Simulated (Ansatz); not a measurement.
**Molecular dynamics of FH4OPSi**

Input:

```yaml
crystal:
  periodic: [false, false, false]
  atoms:
    - { symbol: F, position_ang: [-2.032061, 1.453893, -0.088514] }
    - { symbol: Si, position_ang: [-0.379595, 1.545197, 0.104854] }
    - { symbol: O, position_ang: [0.083481, -0.079108, -0.819071] }
    - { symbol: P, position_ang: [1.028707, -1.233875, 0.171325] }
    - { symbol: H, position_ang: [0.732293, 1.155204, -0.963194] }
    - { symbol: H, position_ang: [-0.188706, 1.141879, 1.52836] }
    - { symbol: H, position_ang: [-0.123995, -1.774254, 0.831797] }
    - { symbol: H, position_ang: [0.972077, -2.266138, -0.821357] }
magnetization:
  spin_polarized: true
basis:
  gaussian: { orbitals: STO-3G }
hamiltonian:
  xc: pbe
  dispersion: d4
md:
  timestep: 0.5
  n_steps: 200
  ensemble: nve
  temperature: 100.0
  initial_velocities: maxwell_boltzmann
  seed: 6460
```

Command:

```bash
$ ansatz run input.yaml --threads 1 --pin off --max-ram 2048MiB --backend cpu --events-out ev --progress --plain --runs-dir out
```

It starts at the highest image of a converged band. Of that band: The profile has 2 maxima (images 2, 4) with wells between them (image 3): this band takes more than one step, which may be the mechanism or a detour left from its start path. Neighbouring images differ by up to 2.4 eV, so the band resolves the path poorly. A vibrational analysis at the climbing image gives one clearly imaginary mode, 1069i cm⁻¹: a first-order saddle point.

Output, in part (step lines, the closing report, with atoms numbered from 0):

```
md step     0: t =     0.00 fs  T =   100.0 K  F+E_penalty+E_count = -21714.81906298 eV  E_kin = 0.077556 eV  conserved = -21714.74150698 eV  (26 SCF iters)
md step     1: t =     0.50 fs  T =    98.6 K  F+E_penalty+E_count = -21714.81799094 eV  E_kin = 0.076496 eV  conserved = -21714.74149515 eV  (24 SCF iters)
md step     2: t =     1.00 fs  T =    94.7 K  F+E_penalty+E_count = -21714.81493643 eV  E_kin = 0.073470 eV  conserved = -21714.74146655 eV  (24 SCF iters)
md step     3: t =     1.50 fs  T =    88.9 K  F+E_penalty+E_count = -21714.81033811 eV  E_kin = 0.068911 eV  conserved = -21714.74142700 eV  (26 SCF iters)
md step     4: t =     2.00 fs  T =    81.8 K  F+E_penalty+E_count = -21714.80481670 eV  E_kin = 0.063435 eV  conserved = -21714.74138212 eV  (26 SCF iters)
md step     5: t =     2.50 fs  T =    74.5 K  F+E_penalty+E_count = -21714.79908062 eV  E_kin = 0.057743 eV  conserved = -21714.74133808 eV  (25 SCF iters)
md step     6: t =     3.00 fs  T =    67.7 K  F+E_penalty+E_count = -21714.79382746 eV  E_kin = 0.052527 eV  conserved = -21714.74130026 eV  (26 SCF iters)
md step     7: t =     3.50 fs  T =    62.4 K  F+E_penalty+E_count = -21714.78965792 eV  E_kin = 0.048385 eV  conserved = -21714.74127250 eV  (26 SCF iters)
[... lines left out ...]
Total energy: -21716.10629996 eV, -798.0521868181 hartree
Atom 0 at    -1.984877     1.713216    -0.346047 Å, force     2.576265    -0.241852     1.117038 eV/Å
Atom 1 at    -0.341540     1.327198     0.144291 Å, force     0.307923     1.690098     2.315110 eV/Å
Atom 2 at    -0.374362    -0.316244    -0.475146 Å, force     1.211664     0.189829     0.572217 eV/Å
Atom 3 at     1.154461    -1.123154     0.101142 Å, force    -0.619805     0.332818    -0.533946 eV/Å
Atom 4 at     0.662774     2.446384    -0.232331 Å, force    -1.185543    -1.161107    -0.995218 eV/Å
Atom 5 at     0.346445     1.453947     1.751461 Å, force    -2.229589    -0.823033    -2.553001 eV/Å
Atom 6 at     0.507345    -2.276231     0.648102 Å, force    -0.160336     0.001819     0.064511 eV/Å
Atom 7 at     1.328228    -1.819527    -1.138756 Å, force     0.099421     0.011428     0.013288 eV/Å
Dipole moment:     0.138603    -0.137578    -0.012280 e Å
```

The steps, from the saved trajectory:

| time (fs) | T (K) | potential energy less start (eV) | conserved less start (meV/atom) |
| --- | --- | --- | --- |
| 0.0 | 100 | 0.000 | 0.00 |
| 3.0 | 68 | 0.025 | 0.03 |
| 6.0 | 67 | 0.025 | 0.03 |
| 9.0 | 113 | -0.010 | 0.02 |
| 12.0 | 225 | -0.096 | 0.07 |
| 15.0 | 634 | -0.413 | 0.10 |
| 18.0 | 1559 | -1.131 | 0.02 |
| 21.0 | 2684 | -2.006 | -0.31 |
| 24.0 | 2881 | -2.159 | -0.30 |
| 27.0 | 2186 | -1.619 | -0.16 |
| 30.0 | 1369 | -0.984 | -0.02 |
| 33.0 | 1035 | -0.726 | -0.07 |
| 36.0 | 1067 | -0.750 | -0.03 |
| 39.0 | 1436 | -1.037 | -0.16 |
| 42.0 | 1635 | -1.192 | -0.14 |
| 45.0 | 1800 | -1.319 | -0.06 |
| 48.0 | 2331 | -1.732 | -0.17 |
| 51.0 | 2516 | -1.876 | -0.27 |
| 54.0 | 1887 | -1.386 | -0.01 |
| 57.0 | 1505 | -1.090 | -0.04 |
| 60.0 | 1381 | -0.994 | -0.07 |
| 63.0 | 1265 | -0.904 | -0.05 |
| 66.0 | 1108 | -0.782 | -0.05 |
| 69.0 | 920 | -0.636 | 0.01 |
| 72.0 | 1131 | -0.798 | 0.12 |
| 75.0 | 2156 | -1.596 | -0.14 |
| 78.0 | 2822 | -2.113 | -0.31 |
| 81.0 | 2477 | -1.845 | -0.19 |
| 84.0 | 1794 | -1.315 | -0.09 |
| 87.0 | 1254 | -0.895 | -0.09 |
| 90.0 | 920 | -0.636 | 0.02 |
| 93.0 | 1543 | -1.120 | -0.08 |
| 96.0 | 2331 | -1.734 | -0.42 |
| 99.0 | 1864 | -1.368 | -0.02 |

The run went to its last step. The conserved energy stayed within 0.5 meV per atom of its start (net change 0.024 meV per atom), so the integration is sound. The system heated up, since it started high on the potential surface and ran downhill. A run of 0.1 ps of so small a system gives no equilibrium averages. The orbitals stay closed-shell, which can raise the energy where a bond breaks towards radicals; this wasn't checked here. Limits of this set-up: minimal basis.

The step under study would form O3–H5 and break Si2–H5. These pairs go: O3–H5 1.40 → 2.96 Å, Si2–H5 1.59 → 1.55 Å. In the last frame they stand as before the step (other bonds may differ from the relaxed reactants and products). It ends as one piece, FH4OPSi. Pairs count as bonded within 1.25 times the sum of covalent radii (0.12 Å more for H–H).

Last frame:

```xyz
8
Properties=species:S:1:pos:R:3
F -1.985 1.713 -0.346
Si -0.342 1.327 0.144
O -0.374 -0.316 -0.475
P 1.155 -1.123 0.101
H 0.663 2.446 -0.232
H 0.346 1.454 1.752
H 0.507 -2.276 0.648
H 1.328 -1.819 -1.139
```

The run took 7.1 min on 1 thread of Intel(R) Xeon(R) Processor @ 2.70GHz (shared host), peak memory 0.12 GiB.
